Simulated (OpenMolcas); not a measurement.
V3+ (d2) among equal point charges was computed by CASSCF with the d shell active (OpenMolcas, ANO-RCC-VTZP on the metal). Its lowest spin-free states, and all those of the highest spin:

| 2S+1 | Degeneracy | E (cm-1) |
| --- | --- | --- |
| 3 | 1 | 0.0 |
| 3 | 3 | 2036 |
| 3 | 3 | 3617 |
| 1 | 2 | 14636 |
| 1 | 3 | 16225 |
| 3 | 3 | 18601 |
| 1 | 1 | 22316 |
| 1 | 3 | 22833 |
| 1 | 2 | 23595 |
| 1 | 3 | 24210 |
| 1 | 1 | 53771 |

Question: Is the site octahedral, tetrahedral or cube-like, axial, or of lower symmetry?

Answer: The states with 2S+1 = 3 have orbital degeneracies 1, 3, 3, 3. Threefold states need a cubic site. For d2 at this spin an octahedron puts the threefold T1 below the threefold T2 and a tetrahedron or cube puts the single A2 below the threefold T2, so the site is a tetrahedron or a cube, which this pattern cannot tell apart. The first gap at this spin, 2040 cm-1, is |10Dq| in ligand-field theory. The run had V3+ among 4 point charges of -1.5 e arranged as a tetrahedron (Td), 1.88 Å from the ion.

Without dynamic correlation the repulsion within the d shell is too large (B by tens of per cent), so at a given field states of lower spin stand too high. The ground term spreads over less than 5000 cm-1, several times less than with real ligands, so orbital moments are less quenched and χT lies further from the spin-only value than at real sites. This is an electrostatic model: the charges have no orbitals. No measured value stands beside these numbers.
